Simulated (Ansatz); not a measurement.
Cartesian coordinates in Å:
```
C -0.5764 -1.7320 2.1776
C -0.2227 -0.8080 1.0721
C 0.9238 -0.9603 0.3046
C 1.0690 -0.1670 -0.8253
C 2.1469 -0.3808 -1.8221
O 0.2553 0.7852 -1.0902
B -0.7044 1.2937 -0.0425
C -1.9891 1.9245 -0.7042
Cl 0.2669 2.4866 1.0221
O -1.0647 0.1301 0.8483
H -0.5345 -1.1771 3.1193
H 0.0975 -2.5847 2.2299
H -1.6056 -2.0742 2.0525
H 1.6156 -1.7638 0.5041
H 2.7188 -1.2839 -1.6194
H 2.8148 0.4852 -1.8006
H 1.7143 -0.4274 -2.8235
H -2.6782 2.2941 0.0584
H -2.5248 1.1917 -1.3166
H -1.7227 2.7682 -1.3447
```

The species carries charge 0 and has multiplicity 1.

(1) List the ωB97M-V/def2-TZVPP orbital energies in eV (Ansatz). (Best estimate.)

Results:

(1) Computed: Occupied: -2770.24, -527.32, -527.32, -284.89, -284.89, -282.14, -282.14, -281.84, -279.83, -260.66, -198.13, -198.01, -198.01, -189.06, -33.87, -32.89, -26.04, -24.74, -24.33, -23.51, -21.73, -20.22, -19.78, -18.28, -17.45, -16.59, -15.62, -15.44, -15.33, -14.63, -14.40, -14.13, -13.50, -13.47, -13.26, -12.64, -12.11, -11.56, -11.30, -10.09, -9.97, -9.60. Lowest empty: -0.13, 2.14, 2.78, 3.18, 3.22, 3.52, 4.24, 4.32.
